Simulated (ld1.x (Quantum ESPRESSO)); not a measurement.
tin: one change to a TM potential, before and after

tin, norm-conserving Troullier–Martins (Kleinman–Bylander form), made with ld1.x (Quantum ESPRESSO) 7.5 (LDA (PZ), fully relativistic). Core [Kr], reference 4d10 5s2 5p0 (charge +2). Waves: 5p (bound, empty): rc 2.15 bohr; 4d (bound): rc 0.90 bohr; 5s (bound): rc 1.55 bohr. Local part: the s channel. Core correction: none.

Open shells are filled in proportion to 2j + 1 (rel_dist='average').

Change: all radii scaled by about 1.35 (s 2.10, p 2.90, d 1.22 bohr).

Cutoffs: the cutoffs (Ry, on a coarse ladder) from which the occupation-weighted sum of valence levels, in a spherical-Bessel basis at the reference potential, stays within 10 and 1 mRy of its value at 400 Ry; they do not see the model core or the augmentation charge, which bear on the density cutoff. Errors are all-electron minus pseudo energies relative to the spin-unpolarised reference configuration.

Problem. What does the change do?

Solution. The potential gets softer (160 Ry and 300 Ry → 100 Ry and 160 Ry); the number of tests with a reliable result goes from 6 to 7; of the 6 tests that both files solve, the error grows in 0 and shrinks in 5 by more than 15 % and 0.3 meV (median size 10.8 → 3.8 meV); neither file shows a bound ghost. A larger radius leaves more room for a smooth pseudo-wave, so fewer plane waves are needed. That the errors move this way runs against the usual rule that smaller radii transfer better.

```tsv
quantity	base	changed
cutoff, loose	160 Ry	100 Ry
cutoff, tight	300 Ry	160 Ry
loose cutoff by channel (10 mRy a level)	d 110 Ry, s 30 Ry	d 80 Ry, s 12 Ry
bound ghosts	none	none
tests with a reliable result	6 of 7	7 of 7
error for 4d10 5s2 5p1, meV [ΔE -14.28 eV]	+2.7	+0.1
error for 4d10 5s1 5p0, meV [ΔE 31.45 eV]	+14	+7.2
error for 4d10 5s2 5p2.3, meV [ΔE -22.30 eV]	+7.8	+5.1
error for 4d10 5s0 5p4, meV [ΔE -7.04 eV]	-20	+2.5
error for 4d10 5s1 5p2, meV [ΔE -6.57 eV]	-6.1	-0.5
error for 4d9 5s2 5p3, meV [ΔE 2.92 eV]	-397	-387
```
